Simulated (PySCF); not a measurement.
## Working out the ionisation energy of Au²⁺

Au²⁺ [Xe] 4f14 5d9 (2D) → Au³⁺ [Xe] 4f14 5d8 (3F). All numbers are calculated (PySCF 2.14, scalar relativity through the core potential, in aug-cc-pVTZ-PP with ECP60MDF). Frozen: 5s2 5p6. Energies in hartree (1 hartree = 27.21139 eV):

```json
{"part": "UHF", "Au²⁺ (lower)": "-133.803833", "Au³⁺ (upper)": "-132.670647"}
{"part": "CCSD correlation", "Au²⁺ (lower)": "-0.256982", "Au³⁺ (upper)": "-0.199338"}
{"part": "(T)", "Au²⁺ (lower)": "-0.008500", "Au³⁺ (upper)": "-0.004935"}
```

Problem. What does Hartree-Fock give?

Solution. (-132.670647) − (-133.803833) = 1.133186 hartree = 30.836 eV.

Problem. What do CCSD and CCSD(T) give?

Solution. The CCSD correlation energies differ by 0.057644 hartree = 1.569 eV and the triples by 0.003565 hartree = 0.097 eV, so CCSD gives 32.405 eV and CCSD(T) 32.502 eV.

Reference: 30 ± 1.6 eV (theoretical estimate listed by NIST; NIST Atomic Spectra Database, ionization energies), between the lowest levels; spin-orbit coupling is absent from the calculation.

What remains against the reference includes basis incompleteness, the frozen core and higher excitations.
